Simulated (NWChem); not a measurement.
System: C$_{4}$H$_{8}$; SMILES C=CCC

The following NWChem deck was run.

```
start job
memory heap 200 mb stack 900 mb global 1100 mb
geometry units angstroms noautosym nocenter noautoz
  C      0.047291     1.864571    -0.275826
  C      0.196102     0.721484     0.395690
  C     -0.574644    -0.538954     0.153948
  C      0.316020    -1.723280    -0.210069
  H     -0.689736     1.962364    -1.080188
  H      0.651865     2.746154    -0.046652
  H      0.952397     0.674208     1.191484
  H     -1.144756    -0.788168     1.067671
  H     -1.320433    -0.366463    -0.639684
  H      0.880240    -1.525965    -1.134634
  H     -0.277738    -2.637219    -0.364104
  H      1.049002    -1.933931     0.585194
end
basis spherical
  * library def2-svp
end
dft
  xc pbe0
  iterations 150
end
cosmo
  do_cosmo_smd true
  solvent acetntrl
end
task dft energy
```

NWChem printed, in part:

```
             Northwest Computational Chemistry Package (NWChem) 7.3.0
             --------------------------------------------------------

                             Geometry "geometry" -> ""
                             -------------------------

 Output coordinates in angstroms (scale by  1.889725989 to convert to a.u.)

  No.       Tag          Charge          X              Y              Z
 ---- ---------------- ---------- -------------- -------------- --------------
    1 C                    6.0000     0.04729100     1.86457100    -0.27582600
    2 C                    6.0000     0.19610200     0.72148400     0.39569000
    3 C                    6.0000    -0.57464400    -0.53895400     0.15394800
    4 C                    6.0000     0.31602000    -1.72328000    -0.21006900
    5 H                    1.0000    -0.68973600     1.96236400    -1.08018800
    6 H                    1.0000     0.65186500     2.74615400    -0.04665200
    7 H                    1.0000     0.95239700     0.67420800     1.19148400
    8 H                    1.0000    -1.14475600    -0.78816800     1.06767100
    9 H                    1.0000    -1.32043300    -0.36646300    -0.63968400
   10 H                    1.0000     0.88024000    -1.52596500    -1.13463400
   11 H                    1.0000    -0.27773800    -2.63721900    -0.36410400
   12 H                    1.0000     1.04900200    -1.93393100     0.58519400

 Effective nuclear repulsion energy (a.u.)     116.9051687205

                                 NWChem DFT Module
                                 -----------------

 Summary of "ao basis" -> "ao basis" (spherical)
 ------------------------------------------------------------------------------
       Tag                 Description            Shells   Functions and Types
 ---------------- ------------------------------  ------  ---------------------
 C                          def2-svp                 6       14   3s2p1d
 H                          def2-svp                 3        5   2s1p

 in cosmo_initialize ...
 calling solv_data for solv:acetntrl

 solvent parameters
 solvname_short: acetntrl
 solvname_long:  acetonitrile
 dielec:       35.6880
 dielecinf:     1.8069
 nonaqueous SMD model solvent descriptors
 dielec:       35.6880
 sola:          0.0700
 solb:          0.3200
 solc:          0.0000
 solg:         41.2500
 solh:          0.0000
 soln:          1.3442

          ---------------
          -cosmo- solvent
          ---------------
 Cosmo: York-Karplus, doi: 10.1021/jp992097l
 dielectric constant -eps-     =  35.69
 screen = (eps-1)/(eps    )    =   0.97198
 surface charge correction     = lagrangian

   van der Waals surface
 --------------------------

 ---------- ATOMIC COORDINATES (A.U.) ------------ VDWR(ANG.) --
     1    0.08936703    3.52352828   -0.52123556     1.850
     2    0.37057905    1.36340707    0.74774568     1.850
     3   -1.08591970   -1.01847538    0.29091954     1.850
     4    0.59719121   -3.25652700   -0.39697285     1.850
     5   -1.30341204    3.70833025   -2.04125934     1.200
     6    1.23184623    5.18947858   -0.08815950     1.200
     7    1.79976936    1.27406838    2.25157828     1.200
     8   -2.16327516   -1.48942155    2.01760564     1.200
     9   -2.49525656   -0.69251465   -1.20882748     1.200
    10    1.66341240   -2.88365572   -2.14414736     1.200
    11   -0.52484872   -4.98362128   -0.68805679     1.200
    12    1.98232634   -3.65459967    1.10585631     1.200
 number of segments per atom =        128
 number of   points per atom =        128
 atom (   nspa,  nppa )
 ----------------------
    1 (     66,     0 )       0
    2 (     43,     0 )       0
    3 (     39,     0 )       0
    4 (     58,     0 )       0
    5 (     55,     0 )       0
    6 (     56,     0 )       0
    7 (     56,     0 )       0
    8 (     57,     0 )       0
    9 (     55,     0 )       0
   10 (     56,     0 )       0
   11 (     56,     0 )       0
   12 (     57,     0 )       0
 number of -cosmo- surface points =      654
 molecular surface =    107.861 angstrom**2
 molecular volume  =     77.201 angstrom**3
 -lineq- algorithm             =   0
 -bem- low  level              =   3
 -bem- from -octahedral-
 gaussian surface charge width =   4.50000
 degree of switching           =   1.00000
 switching function tolerance  =   0.00010
 atomic radii =
 --------------
    1  6.000  1.850
    2  6.000  1.850
    3  6.000  1.850
    4  6.000  1.850
    5  1.000  1.200
    6  1.000  1.200
    7  1.000  1.200
    8  1.000  1.200
    9  1.000  1.200
   10  1.000  1.200
   11  1.000  1.200
   12  1.000  1.200
 ...... end of -cosmo- initialization ......

 nat:                    12
 ixmem:                  7844
 calling mnsol_interface()
 G(SMD-CDS) energy (kcal/mol)  =    -0.504
 SMD-CDS SASA (angstrom**2)    =   139.197

            General Information
            -------------------
          SCF calculation type: DFT
          Wavefunction type:  closed shell.
          No. of atoms     :    12
          No. of electrons :    32
           Alpha electrons :    16
            Beta electrons :    16
          Charge           :     0
          Spin multiplicity:     1
          Use of symmetry is: off; symmetry adaption is: off
          Maximum number of iterations: 150
          AO basis - number of functions:    96
                     number of shells:    48
          Convergence on energy requested:  1.00D-06
          Convergence on density requested:  1.00D-05
          Convergence on gradient requested:  5.00D-04

              XC Information
              --------------
                         PBE0 Method XC Functional
                     Hartree-Fock (Exact) Exchange  0.250
          PerdewBurkeErnzerhof Exchange Functional  0.750
            Perdew 1991 LDA Correlation Functional  1.000 local
           PerdewBurkeErnz. Correlation Functional  1.000 non-local

             Grid Information
             ----------------
          Grid used for XC integration:  medium
          Radial quadrature: Mura-Knowles
          Angular quadrature: Lebedev.
          Tag              B.-S. Rad. Rad. Pts. Rad. Cut. Ang. Pts.
          ---              ---------- --------- --------- ---------
          C                   0.70       49          11.0       434
          H                   0.35       45          13.0       434
          Grid pruning is: on
          Number of quadrature shells:   556
          Spatial weights used:  Erf1

      Superposition of Atomic Density Guess
      -------------------------------------

 Sum of atomic energies:        -154.49347418

      Non-variational initial energy
      ------------------------------

 Total energy =    -157.244062
 1-e energy   =    -436.350738
 2-e energy   =     162.201507
 HOMO         =      -0.317784
 LUMO         =       0.007228

   convergence    iter        energy       DeltaE   RMS-Dens  Diis-err
 ---------------- ----- ----------------- --------- --------- ---------
     COSMO gas phase
 d= 0,ls=0.0,diis     1   -156.8772023076 -2.74D+02  4.87D-03  2.24D-01
 d= 0,ls=0.0,diis     2   -156.9045432980 -2.73D-02  1.54D-03  1.20D-02
 d= 0,ls=0.0,diis     3   -156.9041646084  3.79D-04  9.07D-04  1.46D-02
 d= 0,ls=0.0,diis     4   -156.9060056349 -1.84D-03  2.15D-04  7.14D-04
 d= 0,ls=0.0,diis     5   -156.9060956438 -9.00D-05  4.63D-05  3.49D-05
  Resetting Diis
 d= 0,ls=0.0,diis     6   -156.9061003986 -4.75D-06  6.57D-06  4.24D-07
 d= 0,ls=0.0,diis     7   -156.9061004512 -5.26D-08  2.83D-06  2.94D-08

   convergence    iter        energy       DeltaE   RMS-Dens  Diis-err
 ---------------- ----- ----------------- --------- --------- ---------
     COSMO solvation phase
 d= 0,ls=0.0,diis     1   -156.9096311461 -3.53D-03  1.06D-03  8.88D-04
 d= 0,ls=0.0,diis     2   -156.9098491252 -2.18D-04  1.71D-04  3.48D-04
 d= 0,ls=0.0,diis     3   -156.9098905582 -4.14D-05  7.72D-05  4.73D-05
 d= 0,ls=0.0,diis     4   -156.9098967231 -6.16D-06  2.18D-05  9.64D-06
 d= 0,ls=0.0,diis     5   -156.9098979352 -1.21D-06  4.48D-06  1.69D-07
 d= 0,ls=0.0,diis     6   -156.9098979626 -2.74D-08  8.62D-07  8.02D-09

         Total DFT energy =     -156.909897962628
      One electron energy =     -441.025623266094
           Coulomb energy =      191.497105535954
    Exchange-Corr. energy =      -24.414161036933
 Nuclear repulsion energy =      116.905168720472

             COSMO energy =        0.127612083973

 Numeric. integr. density =       31.999999155452

                                COSMO-SMD solvation results
                                ---------------------------

             internal energy in gas <Psi(g)|H|Psi(g)> =      -156.906100451202
         internal energy in solvent <Psi(s)|H|Psi(s)> =      -156.905795220589
                               delta internal energy  =         0.000305230613 (    0.19 kcal/mol)
   total free energy in solvent <Psi(s)|H+V/2|Psi(s)> =      -156.909094272627
 polarization energy contribution <Psi(s)|V/2|Psi(s)> =        -0.003299052037 (   -2.07 kcal/mol)
    total free energy in solvent including G(SMD-CDS) =      -156.909897962628
                       G(SMD-CDS) energy contribution =        -0.000803690001 (   -0.50 kcal/mol)
     1 M fixed-concentration free energy of solvation =        -0.003797511426 (   -2.38 kcal/mol)

                       DFT Final Molecular Orbital Analysis
                       ------------------------------------

 Vector   14  Occ=2.000000D+00  E=-3.492667D-01
              MO Center= -1.2D-01, -8.0D-01, -4.3D-02, r^2= 3.1D+00
   Bfn.  Coefficient  Atom+Function         Bfn.  Coefficient  Atom+Function
  ----- ------------  ---------------      ----- ------------  ---------------
    34      0.245806   3 C  pz               72      0.240531   8 H  s
    82      0.235674  10 H  s                48     -0.222079   4 C  pz
    77     -0.217565   9 H  s                33     -0.200250   3 C  py
    47      0.192411   4 C  py               92     -0.189037  12 H  s
    19      0.155886   2 C  py                5     -0.130443   1 C  py

 Vector   15  Occ=2.000000D+00  E=-3.428151D-01
              MO Center= -3.8D-02,  7.9D-02,  7.2D-02, r^2= 3.7D+00
   Bfn.  Coefficient  Atom+Function         Bfn.  Coefficient  Atom+Function
  ----- ------------  ---------------      ----- ------------  ---------------
    67      0.237547   7 H  s                32     -0.226356   3 C  px
    18      0.220266   2 C  px               77      0.214289   9 H  s
    87     -0.171574  11 H  s                57      0.170150   5 H  s
    62     -0.169100   6 H  s                33     -0.154079   3 C  py
    46      0.152419   4 C  px               19      0.150134   2 C  py

 Vector   16  Occ=2.000000D+00  E=-2.756557D-01
              MO Center=  4.7D-02,  1.1D+00,  4.8D-02, r^2= 2.2D+00
   Bfn.  Coefficient  Atom+Function         Bfn.  Coefficient  Atom+Function
  ----- ------------  ---------------      ----- ------------  ---------------
     4      0.276470   1 C  px                6     -0.266570   1 C  pz
    18      0.245695   2 C  px               20     -0.243837   2 C  pz
     7      0.206160   1 C  px                9     -0.193501   1 C  pz
    23     -0.173777   2 C  pz               21      0.167969   2 C  px
    72      0.146163   8 H  s                 5     -0.123426   1 C  py

 Vector   17  Occ=0.000000D+00  E= 1.477256D-02
              MO Center=  7.9D-02,  1.1D+00,  6.6D-02, r^2= 2.9D+00
   Bfn.  Coefficient  Atom+Function         Bfn.  Coefficient  Atom+Function
  ----- ------------  ---------------      ----- ------------  ---------------
    23      0.450850   2 C  pz                9     -0.432518   1 C  pz
     7      0.421759   1 C  px               21     -0.394208   2 C  px
    45      0.350142   4 C  s                18     -0.288470   2 C  px
    20      0.286407   2 C  pz               88     -0.286246  11 H  s
     4      0.271478   1 C  px                6     -0.262985   1 C  pz

 Vector   18  Occ=0.000000D+00  E= 8.358241D-02
              MO Center=  2.3D-02, -8.8D-01,  2.5D-01, r^2= 6.9D+00
   Bfn.  Coefficient  Atom+Function         Bfn.  Coefficient  Atom+Function
  ----- ------------  ---------------      ----- ------------  ---------------
    45      1.537985   4 C  s                31      1.524723   3 C  s
    73     -0.907032   8 H  s                93     -0.843875  12 H  s
    83     -0.751937  10 H  s                88     -0.739173  11 H  s
    78     -0.716475   9 H  s                68     -0.693237   7 H  s
    21      0.495139   2 C  px               35     -0.403620   3 C  px

 Vector   19  Occ=0.000000D+00  E= 1.033019D-01
              MO Center= -2.7D-01,  3.7D-01, -1.7D-01, r^2= 6.6D+00
   Bfn.  Coefficient  Atom+Function         Bfn.  Coefficient  Atom+Function
  ----- ------------  ---------------      ----- ------------  ---------------
    78     -1.160200   9 H  s                68      1.075378   7 H  s
    31      0.966715   3 C  s                58     -0.970077   5 H  s
    17     -0.766087   2 C  s                93      0.572313  12 H  s
     3      0.395195   1 C  s                 7     -0.385243   1 C  px
    37     -0.359594   3 C  pz                9     -0.344146   1 C  pz

     Multipole analysis of the density
     ---------------------------------

     L   x y z        total         alpha         beta         nuclear
     -   - - -        -----         -----         ----         -------
     0   0 0 0      0.000000    -16.000000    -16.000000     32.000000

     1   1 0 0     -0.035851     -0.026859     -0.026859      0.017867
     1   0 1 0     -0.210609     -0.175136     -0.175136      0.139662
     1   0 0 1      0.064030      0.068350      0.068350     -0.072669

     2   2 0 0    -19.864649    -27.142641    -27.142641     34.420633
     2   1 1 0      0.564679      0.650015      0.650015     -0.735350
     2   1 0 1      1.024120     -0.641899     -0.641899      2.307918
     2   0 2 0    -19.475313   -133.242656   -133.242656    247.009998
     2   0 1 1     -0.534599      0.072595      0.072595     -0.679789
     2   0 0 2    -19.584059    -23.546035    -23.546035     27.508011
```

Level: PBE0/def2-SVP, SMD on the gas-phase geometry. Coordinates come from a PBE0/def2-SVP optimisation. Solvent: acetonitrile.
